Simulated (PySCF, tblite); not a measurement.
Species: C5H12P2.
Structure used (GFN2-xTB), in Å, numbered top down from 1:
```xyz
19
C5H12P2 angstrom
C     -0.3087   -2.1953   -0.2997
C     -0.5657   -0.9005   -0.1563
C     -1.8128   -0.3964    0.5004
P      0.7023    0.2622   -0.8121
C     -0.3516    1.7119   -1.2756
C      1.3265    0.9504    0.8117
P      2.3758   -0.2396    1.7746
H     -0.9773   -2.9604    0.0650
H      0.5867   -2.5364   -0.7941
H     -1.5827    0.3241    1.2847
H     -2.4568    0.0924   -0.2302
H     -2.3636   -1.2233    0.9445
H      0.3055    2.5008   -1.6396
H     -1.0172    1.4203   -2.0861
H     -0.9328    2.0894   -0.4364
H      0.5094    1.3013    1.4504
H      1.9560    1.8166    0.5784
H      1.4967   -1.3186    1.6873
H      3.1005   -0.6896    0.6730
```

Computed with PBE0/def2-SVPD in PySCF (dipole) on a GFN2-xTB geometry, gas phase.

Take the most abundant isotopes and a rigid rotor. The values belong to one conformer with, in the numbering `[CH2:1]=[C:2]([CH3:3])[P:4]([CH3:5])[CH2:6][PH2:7]`, C1–C2–P4–C5 150°, C2–P4–C6–P7 73°, P4–C6–P7–H -49° and 43°.

(1) Give the principal moments of inertia and the rotational constants in MHz.

(2) Classify the top.

(3) Is it planar, by Δ = Ic − Ia − Ib?

(4) Give the other two planar moments, Paa and Pbb, and the rms extents of the mass along the axes.

(5) List the rotational levels J(Ka,Kc) to J = 4 (MHz).

(6) Predict some low-J microwave lines.

(7) Estimate the classical rotational partition function at 25 K, 200 K and 298.15 K.

Results:

(1) Ia = 240.48, Ib = 391.74, Ic = 502.31 u·Å²; 505379 MHz·u·Å²/I gives A = 2102, B = 1290, C = 1006 MHz.

(2) An asymmetric top: κ = (2 × 1290 − 2102 − 1006)/(2102 − 1006) = -0.48.

(3) Not planar: Δ = Ic − Ia − Ib = -129.91 u·Å². For a rigid frame Δ = −2 Σ m c², so Σ m c² = 64.96 u·Å² lies off the ab plane: 17.50 from hydrogen and 47.45 from heavier atoms. The atom farthest from that plane is 2.07 Å away.

(4) Paa = Σ m a² = (Ib + Ic − Ia)/2 = 326.78 and Pbb = Σ m b² = (Ia + Ic − Ib)/2 = 175.53 u·Å². With the mass M = 134.04 u, the rms extents √(P/M) along a, b and c are 1.56, 1.14, 0.70 Å.

(5) Above 0(0,0):
J = 1: 1(0,1) 2296, 1(1,1) 3108, 1(1,0) 3392
J = 2: 2(0,2) 6826, 2(1,2) 7416, 2(1,1) 8268, 2(2,1) 10702, 2(2,0) 10765
J = 3: 3(0,3) 13483, 3(1,3) 13843, 3(1,2) 15538, 3(2,2) 17591, 3(2,1) 17885, 3(3,1) 22394, 3(3,0) 22402
J = 4: 4(0,4) 22168, 4(1,4) 22357, 4(1,3) 25137, 4(2,3) 26727, 4(2,2) 27519, 4(3,2) 31681, 4(3,1) 31741, 4(4,1) 38266, 4(4,0) 38267
Those of J = 1 are B + C, A + C and A + B.

(6) The dipole components are |μa| = 1.63 D, |μb| = 0.23 D, |μc| = 1.05 D. Intensities carry the squares of the components, which stand as 1.00 : 0.02 : 0.42 (a : b : c). Some lines, for components of 0.1 D or more:

```tsv
type	branch	J(Ka,Kc)	MHz	lower level (cm⁻¹)
c	Q	3(1,3) ← 3(0,3)	360	0.450
a	Q	2(1,1) ← 2(1,2)	852	0.247
b	Q	1(1,0) ← 1(0,1)	1095	0.077
b	Q	2(1,1) ← 2(0,2)	1442	0.228
a	Q	3(1,2) ← 3(1,3)	1695	0.462
b	Q	3(1,2) ← 3(0,3)	2055	0.450
a	R	1(0,1) ← 0(0,0)	2296	0.000
b	Q	2(2,0) ← 2(1,1)	2497	0.276
b	R	1(1,1) ← 0(0,0)	3108	0.000
b	R	2(0,2) ← 1(1,1)	3719	0.104
b	Q	3(2,2) ← 3(1,3)	3748	0.462
c	Q	3(3,1) ← 3(2,1)	4508	0.597
b	Q	3(3,0) ← 3(2,1)	4517	0.597
a	R	2(0,2) ← 1(0,1)	4530	0.077
b	R	3(1,2) ← 2(2,1)	4836	0.357
b	R	2(1,2) ← 1(0,1)	5120	0.077
c	R	2(1,1) ← 1(0,1)	5972	0.077
a	R	3(1,3) ← 2(1,2)	6427	0.247
a	R	3(2,2) ← 2(2,1)	6889	0.357
b	R	2(2,1) ← 1(1,0)	7311	0.113
c	R	2(2,1) ← 1(1,1)	7595	0.104
b	R	2(2,0) ← 1(1,1)	7657	0.104
b	R	3(2,2) ← 2(1,1)	9323	0.276
c	R	3(2,1) ← 2(1,1)	9617	0.276
b	R	3(2,1) ← 2(1,2)	10469	0.247
b	R	3(3,1) ← 2(2,0)	11629	0.359
c	R	3(3,0) ← 2(2,0)	11638	0.359
b	R	3(3,0) ← 2(2,1)	11700	0.357
```

(7) Point group C1, symmetry number σ = 1; q = (√π/σ)·√((kT/h)³/(ABC)), k/h = 20836.6 MHz/K: 12800 at 25 K, 289000 at 200 K, 525000 at 298.15 K.

Its GFN2-xTB frequencies are all real (lowest 32 cm⁻¹). Constants of a rigid frame at the computed geometry: no zero-point averaging, no centrifugal distortion. A rigid rotor knows nothing of internal rotation, which can split or shift real lines.
